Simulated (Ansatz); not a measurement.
Start from `C=C(O)[SiH2]P` and change one atom or group to get `C=C(O)BCl`.

Ansatz, PBE0-D4/def2-TZVP geometries, multiplicity 1. Each molecule was computed in one conformer, which needn't be the lowest.

```json
{"property": "LUMO energy (PBE/def2-TZVPP) / eV", "`C=C(O)[SiH2]P`": "-1.14"}
{"property": "HOMO–LUMO gap (ωB97M-V/def2-TZVPP) / eV", "`C=C(O)[SiH2]P`": "10.88"}
{"property": "HOMO–LUMO gap (PBE/def2-TZVPP) / eV", "`C=C(O)[SiH2]P`": "4.66"}
{"property": "HOMO energy (B3LYP/def2-TZVPP) / eV", "`C=C(O)[SiH2]P`": "-6.74"}
{"property": "size of the dipole moment (B3LYP/def2-TZVPP) / D", "`C=C(O)[SiH2]P`": "1.97"}
{"property": "size of the dipole moment (ωB97M-V/def2-TZVPP) / D", "`C=C(O)[SiH2]P`": "1.97"}
```

Give the same properties after the change, and the shifts. (Best estimate.)

The calculation gave: 
```csv
property,`C=C(O)BCl`,shift
LUMO energy (PBE/def2-TZVPP) / eV,-2.86,-1.72
HOMO–LUMO gap (ωB97M-V/def2-TZVPP) / eV,9.64,-1.24
HOMO–LUMO gap (PBE/def2-TZVPP) / eV,3.33,-1.33
HOMO energy (B3LYP/def2-TZVPP) / eV,-7.14,-0.40
size of the dipole moment (B3LYP/def2-TZVPP) / D,2.60,0.63
size of the dipole moment (ωB97M-V/def2-TZVPP) / D,2.54,0.57
```

With PBE0 the HOMO falls by 0.40 eV and the LUMO falls by 1.73 eV, so the gap narrows by about 1.33 eV. PBE moves the HOMO by -0.39 eV and ωB97M-V by -0.42 eV. The zero-point energy changes by -53.9 kJ/mol with -9 modes. Dipoles are sizes alone; their direction can turn.

Positive LUMOs are unbound, so they and the gaps depend on the basis.

B3LYP here is the variant with VWN-RPA as its local correlation; programs differ in this.
